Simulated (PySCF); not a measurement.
Compound: C9H6F (doublet state).
Structure used (GFN2-xTB), in Å, numbered top down from 1:
```
atom  x, y, z in Å
C1     3.0404    1.0319    0.6655
C2     1.9609    0.6450    0.3208
C3     0.6668    0.1803   -0.0856
C4     0.1082    0.6300   -1.4214
C5    -1.1817    0.4250   -1.4862
C6    -1.5635   -0.1778   -0.1142
C7    -0.8846   -1.5304   -0.0427
C8     0.4266   -1.3284   -0.0372
C9    -0.5679    0.5991    0.7759
F10   -0.7955    1.9417    0.8251
H11    3.9862    1.3745    0.9619
H12   -1.8862    0.5950   -2.2725
H13   -2.6169   -0.1258    0.1425
H14   -1.4183   -2.4613   -0.0328
H15    1.2290   -2.0398   -0.0234
H16   -0.5109    0.2499    1.8130
```

The hyperfine couplings belong to this conformer and change with its torsions.

Identity: `F[C@H]1[C@H]2C=[C][C@@]1(C=C2)C#C` [radical].

Computed with UKS B3LYP, pcH-1 on C F H, non-relativistic, mean-field spin-orbit, GIAO (PySCF). Isolated species at its GFN2-xTB geometry, gas phase. A GFN2-xTB geometry isn't a minimum of the functional, and hyperfine couplings can be far from their values at a DFT geometry. Stability of the SCF solution: not tested.

(1) The isotropic 13C couplings are +490.6, +55.6, +36.3, +31.2, +20.6, +9.2, -6.6, +3.4 MHz. Assign them to C2; C3; C4; C5; C6; C7; C8; C9.

Results:

(1) 
| site | a_iso (MHz) | ρ(0) (bohr⁻³) | position | distance from C4 (Å) | spin population | largest \|T\| (MHz) |
| --- | --- | --- | --- | --- | --- | --- |
| C2 | +9.2 | +0.0082 | 2 bonds from C4 | 2.54 | 0.00 | 2.8 |
| C3 | +36.3 | +0.0323 | 1 bond from C4 | 1.52 | 0.00 | 15.3 |
| C4 | +490.6 | +0.4364 | largest spin population | 0.00 | +1.01 | 129.0 |
| C5 | +31.2 | +0.0277 | 1 bond from C4 | 1.31 | -0.14 | 24.7 |
| C6 | +55.6 | +0.0494 | 2 bonds from C4 | 2.27 | +0.08 | 13.4 |
| C7 | -6.6 | -0.0059 | 3 bonds from C4 | 2.75 | +0.01 | 3.3 |
| C8 | +3.4 | +0.0030 | 2 bonds from C4 | 2.42 | 0.00 | 2.5 |
| C9 | +20.6 | +0.0183 | 2 bonds from C4 | 2.30 | +0.01 | 5.5 |

ρ(0) is the spin density at the nucleus and T the dipolar tensor. The Mulliken spin populations are largest on C4 (+1.01), C5 (-0.14) and C6 (+0.08). C4 is the only atom above +0.15.
